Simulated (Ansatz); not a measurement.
```yaml
crystal:
  periodic: [false, false, false]
  atoms:
    - {symbol: Zn, position_ang: [-0.305020, 1.874048, -2.230344]}
    - {symbol: Zn, position_ang: [0.068111, 0.027850, 0.058063]}
    - {symbol: Zn, position_ang: [0.386169, -1.806304, 2.267950]}
    - {symbol: O, position_ang: [1.101376, 0.951609, -1.302709]}
    - {symbol: O, position_ang: [0.136722, -1.898030, 0.351553]}
    - {symbol: O, position_ang: [-0.424854, 3.060644, -3.581297]}
    - {symbol: O, position_ang: [-1.416818, 0.839614, -1.000086]}
    - {symbol: O, position_ang: [0.598775, -2.814574, 3.771701]}
    - {symbol: O, position_ang: [0.391560, 0.099866, 1.915352]}
    - {symbol: H, position_ang: [2.063933, 0.905618, -1.586647]}
    - {symbol: H, position_ang: [-0.225069, -2.650994, -0.152854]}
    - {symbol: H, position_ang: [-1.271701, 3.270830, -3.725596]}
    - {symbol: H, position_ang: [-2.248392, 1.024207, -0.670037]}
    - {symbol: H, position_ang: [0.584218, -3.789904, 3.548225]}
    - {symbol: H, position_ang: [0.667789, 0.821464, 2.417200]}
basis:
  gaussian: {orbitals: def2-SVP}
hamiltonian: {xc: {name: B3LYP5}}
scf: {omitted_lower_state_checks: [starts]}
output: {forces: true}
```

```sh
$ ansatz run in.yaml --threads 2 --pin off --events-out ev --progress --plain --max-ram 32768MiB --backend cpu
```

Output, abridged:

```
Functional definition: B3LYP5
1976 factors; integrals over basis functions are off by at most 1.5e-3 eV
mean field evaluation 1: about -157570.5671 eV, gradient 1.4e2 eV
mean field evaluation 2: about -157482.6916 eV, gradient 2.5e2 eV
mean field evaluation 4: about -157601.7079 eV, gradient 1.9e1 eV
mean field evaluation 8: about -157602.7241 eV, gradient 1.5e0 eV
mean field evaluation 16: about -157602.7286 eV, gradient 6.0e-4 eV
mean field -157602.72863521 eV, -5791.7934503778 hartree, gradient 5.3e-5 eV, S^2 0.000000; 0 other end points of the search recorded, 0 dependent functions left out
reference -157602.72900951 eV, -5791.7934641330 hartree; 72, 72 occupied and 135, 135 virtual orbitals, 1976 factors
Total energy: -157602.72900951 eV, -5791.7934641330 hartree
Atom 0 at    -0.305020     1.874048    -2.230344 Å, force    -0.089504    -0.160864     0.101757 eV/Å
Atom 1 at     0.068111     0.027850     0.058063 Å, force    -0.370598     0.164427    -1.090373 eV/Å
Atom 2 at     0.386169    -1.806304     2.267950 Å, force     0.116400    -0.306111     0.341373 eV/Å
Atom 3 at     1.101376     0.951609    -1.302709 Å, force     2.208377     0.077015    -0.745004 eV/Å
Atom 4 at     0.136722    -1.898030     0.351553 Å, force    -0.257051    -0.898249    -0.206125 eV/Å
Atom 5 at    -0.424854     3.060644    -3.581297 Å, force     5.265948    -1.331755     0.957050 eV/Å
Atom 6 at    -1.416818     0.839614    -1.000086 Å, force     2.907124    -0.630856    -0.886919 eV/Å
Atom 7 at     0.598775    -2.814574     3.771701 Å, force    -0.070867    -1.330454    -0.562133 eV/Å
Atom 8 at     0.391560     0.099866     1.915352 Å, force    -0.655584    -1.712653    -0.615294 eV/Å
Atom 9 at     2.063933     0.905618    -1.586647 Å, force    -1.885970     0.060517     0.621211 eV/Å
Atom 10 at    -0.225069    -2.650994    -0.152854 Å, force     0.250211     0.604350     0.327261 eV/Å
Atom 11 at    -1.271701     3.270830    -3.725596 Å, force    -5.355293     1.431089    -1.046246 eV/Å
Atom 12 at    -2.248392     1.024207    -0.670037 Å, force    -2.823902     0.681250     1.024957 eV/Å
Atom 13 at     0.584218    -3.789904     3.548225 Å, force     0.019924     1.506949     0.330475 eV/Å
Atom 14 at     0.667789     0.821464     2.417200 Å, force     0.740786     1.845347     1.448010 eV/Å
Dipole moment:    -0.262349    -0.210595    -0.042388 e Å
Checks for a lower state left out: starts
```

It took 11 s on 2 threads of AMD EPYC 7R13 on a shared host, peak host memory 0.88 GiB.
